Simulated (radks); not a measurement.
The numbers below are computed, except where a source is named.
Sn3+, configuration [Kr] 4d10 5s1 (the NIST ground configuration). Level of theory: non-relativistic Kohn-Sham, r2SCAN, spin-polarised, spherical densities, point nucleus; open shells are filled with parallel spins first (spin-orbit coupling, left out, can overturn this in heavy ions); meta-GGA in the generalised Kohn-Sham scheme; relativity is left out, which matters for an element this heavy (a radial shooting solver on a logarithmic mesh with Libxc functionals).

Unscreened Slater integrals over Kohn-Sham orbitals (hartree). They are taken over the spin-up orbitals.

| integral | value |
|---|---|
| F0(5s,5s) | 0.40975 |
| F0(5s,4d) | 0.49864 |
| G2(5s,4d) | 0.063885 |
| F0(5s,4p) | 0.51016 |
| G1(5s,4p) | 0.034856 |
| F0(5s,4s) | 0.51328 |
| G0(5s,4s) | 0.024193 |
| F0(4d,4d) | 0.84185 |
| F2(4d,4d) | 0.42412 |
| F4(4d,4d) | 0.27960 |
| F0(4d,4p) | 0.91118 |
| F2(4d,4p) | 0.46093 |
| G1(4d,4p) | 0.58626 |
| G3(4d,4p) | 0.36149 |
| F0(4d,4s) | 0.93189 |
| G2(4d,4s) | 0.44586 |
| F0(4p,4p) | 0.99985 |
| F2(4p,4p) | 0.52614 |
| F0(4p,4s) | 1.0271 |
| G1(4p,4s) | 0.70296 |
| F0(4s,4s) | 1.0569 |
